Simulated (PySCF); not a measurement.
**Multinuclear NMR of 2-amino-1-fluorobenzene**

Structure with atom numbers: `[NH2:1][c:2]1[cH:3][cH:4][cH:5][cH:6][c:7]1[F:8]` (H(Xn): hydrogen on atom n).

Non-relativistic Hamiltonian, isolated molecule, single conformer, rapidly exchanging positions averaged. Coordinates at the PBE0-D3(BJ)/def2-SVP level; PBE0/pcSseg-1 with gauge-including orbitals; couplings computed with B3LYP/pcJ-1 (spin–dipole term only in couplings to heteroatoms); PySCF.

(1) Where does ¹⁹F resonate?

(2) Where does ¹⁵N resonate?

## Answers

(1) 
```
atoms    environment  σ (ppm)  δ (ppm)
   F8  aryl fluorine    324.6   -145.0
```

Shieldings were converted by a linear fit to measured shifts: ¹⁹F: δ = 160.63 − 0.942σ +14.9 on sp3 carbon (rms 6.9 ppm, 221 shifts, 7.7 ppm with the 5 outliers that the fit left out vs CFCl3, solution or neat liquid). A few per cent of atoms miss by over 2 rms, more outside the fitted compound classes. Couplings are scaled by factors fitted to measured values: ³J(H,H) × 0.91 (rms 0.4 Hz, 0.5 with 2 outliers), ¹J(C,F) × 0.77 (rms 7.3 Hz), ²J(C,F) × 1.09 (rms 1.9 Hz, 5.0 with 1 outliers), ³J(C,F) × 1.48 (rms 1.3 Hz); all others are unscaled and can be 10–30 % off.

Couplings (the largest are listed; each averaged over equivalent pairs): ¹J(C7,F8) = -231.3 Hz, ²J(C6,F8) = 17.9 Hz, ²J(C2,F8) = 10.5 Hz, ³J(F8,H(C6)) = 11.8 Hz, ³J(C5,F8) = 5.4 Hz, ³J(C3,F8) = 3.4 Hz, ³J(N1,F8) = -1.6 Hz.

On a 500 MHz spectrometer ¹⁹F resonates near 470.5 MHz, so 1 ppm is 470.5 Hz.

(2) 
```
atoms            environment  σ (ppm)  δ (ppm)
   N1  aniline-type nitrogen    201.7   -335.1
```

Shieldings were converted by a linear fit to measured shifts: ¹⁵N (scatter 7.2 ppm rms vs CH3NO2, solution or neat liquid). A few per cent of atoms miss by over 2 rms, more outside the fitted compound classes. Couplings are scaled by factors fitted to measured values: ³J(H,H) × 0.91 (rms 0.4 Hz, 0.5 with 2 outliers), ¹J(C,F) × 0.77 (rms 7.3 Hz), ²J(C,F) × 1.09 (rms 1.9 Hz, 5.0 with 1 outliers), ³J(C,F) × 1.48 (rms 1.3 Hz); all others are unscaled and can be 10–30 % off.

Couplings (the largest are listed; each averaged over equivalent pairs): ¹J(N1,C2) = -15.2 Hz, ²J(N1,C3) = -2.8 Hz, ²J(N1,C7) = -1.5 Hz, ³J(N1,H(C3)) = -2.3 Hz, ³J(N1,F8) = -1.6 Hz, ³J(N1,C4) = -1.1 Hz. Signs are for ¹⁵N, whose magnetogyric ratio is negative.

On a 600 MHz spectrometer ¹⁵N resonates near 60.8 MHz, so 1 ppm is 60.8 Hz.
